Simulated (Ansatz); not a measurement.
Mulliken charges of CH₃HfNO₄ (`O=C=[N][Hf]([OH])([OH])[OH]`) from PBE/def2-TZVPP in Ansatz (PBE0-D4/def2-TZVP geometry).

```
atom   x (Å)   y (Å)   z (Å)  charge (e)
  O1   2.221  -2.610   1.959      -0.194
  C2   1.564  -1.837   1.379       0.142
  N3   0.890  -1.045   0.785      -0.229
 Hf4  -0.271   0.318  -0.239       0.872
  O5  -1.575  -0.639  -1.272      -0.377
  O6  -1.140   1.463   1.034      -0.377
  O7   0.866   1.348  -1.392      -0.377
  H8  -2.416  -0.957  -1.583       0.180
  H9  -1.387   2.246   1.513       0.180
 H10   1.248   1.712  -2.184       0.180
```

By hand: the dipole of these point charges (1 e Å = 4.8032 D).

Σ q r = (-0.412, 0.483, -0.364) e Å, of length 0.732 e Å = 3.52 D.

How does the dipole of the full density compare? (Best estimate.)

The calculation gave: (-0.524, 0.616, -0.462) e Å, 4.47 D; the point charges give 0.79 times that, at 0° from its direction.

Point charges leave out the atoms' own dipoles, such as those of lone pairs, and Mulliken's split depends on the basis, so the two needn't agree.
